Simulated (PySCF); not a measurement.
# Spectroscopy problems

Method: structure optimised with GFN2-xTB, shieldings: GIAO PBE0/pcSseg-1, in PySCF 2.14 (equivalent nuclei averaged, no relativistic terms, in vacuum, one conformer).

Scale: 1H (31.72 ppm), 13C (186.93 ppm) against TMS (reference shieldings calculated alike). Splittings of carbon signals by F and P are missing where no couplings were computed. Where no couplings were computed, multiplicities follow the n + 1 count of equivalent neighbours, and m marks all less simple cases (inequivalent or close neighbours, rings, F or P nearby). Shifts are as computed. Against solution values, carbons near 30 ppm lie about +3 ppm off and those near 130 ppm about +5 ppm. Of 1211 compounds with measured shifts, 218 miss one by over three times the rms of a fit or turn the order of signals round; such compounds aren't used in these exercises. OH and NH positions are gas-phase values without hydrogen bonding to other molecules.

Question: C5H4FN. 1H NMR (300 MHz, computed): δ 5.05 (m, 1H), 3.67 (m, 1H), 2.51 (m, 1H), 2.35 (m, 1H). 13C{1H} NMR (computed): δ 158.7 (C), 121.6 (C), 116.4 (CH), 34.8 (CH), 27.6 (CH2). What is it?

Answer: SMILES N#C[C@H]1CC=C1F. The formula gives 4 degrees of unsaturation (1 ring in the answer). 5 carbon signals for 5 carbons: no two carbons are equivalent. Carbon types of the structure: 2 × C, 2 × CH, 1 × CH2, which accounts for all hydrogens. δC 158.7: fully substituted alkene carbon; the olefinic region. δC 121.6: nitrile carbon; C≡N carbons fall here, among the sp2 signals but without a proton. δC 116.4: alkene CH; an sp2 carbon of a C=C bond. δH 5.05: hydrogen on an alkene CH; olefinic region.

This is the structure that produced the data.

Question: C6H5F5. 1H NMR (400 MHz, computed): δ 7.32 (m, 1H), 6.74 (m, 1H), 5.93 (m, 1H), 5.88 (m, 1H), 5.77 (m, 1H). 13C{1H} NMR (computed): δ 149.6 (CH), 141.0 (CH), 135.0 (CH2), 129.6 (C), 125.9 (CH), 121.5 (C). Give a structure.

Answer: `C=C/C=C\C(F)(F)C(F)(F)F`. The formula gives 2 degrees of unsaturation (no ring in the answer). 6 carbon signals for 6 carbons: no two carbons are equivalent. Carbon types of the structure: 2 × C, 3 × CH, 1 × CH2, which accounts for all hydrogens. δC 149.6, 141.0, 125.9: alkene CH; as expected for a trigonal carbon in a double bond. δC 135.0: terminal =CH2 carbon; the olefinic region. δC 129.6: CF3 carbon; 3 electronegative neighbours deshield it. δC 121.5: allylic fully substituted sp3 carbon bonded to 2 F; 2 electronegative neighbours deshield it.

The data come from this structure; uniqueness wasn't tested.

Question: C7H9FN2. 1H NMR (400 MHz, computed): δ 7.19 (m, 2H), 7.08 (m, 2H), 4.10 (br s, 1H), 2.91 (br s, 1H), 2.61 (s, 3H). 13C{1H} NMR (computed): δ 165.5, 149.0, 121.8, 116.0, 39.9. What is it?

Answer: `C1(NNC)=CC=C(F)C=C1`. The formula gives 4 degrees of unsaturation (1 ring in the answer). 5 carbon signals for 7 carbons: some carbons are equivalent by symmetry or fast rotation. Carbon types of the structure: 2 × C, 4 × CH, 1 × CH3, leaving 2 H on heteroatoms. δC 165.5: aromatic carbon bearing fluorine; the electronegative substituent deshields the carbon that carries it. δC 149.0: aromatic carbon bearing nitrogen; the electronegative substituent deshields the carbon that carries it. δC 121.8, 116.0: aromatic CH. δH 2.61: hydrogen on a methyl carbon bonded to N; its carbon carries N, hence the downfield position.

This is the structure that produced the data.
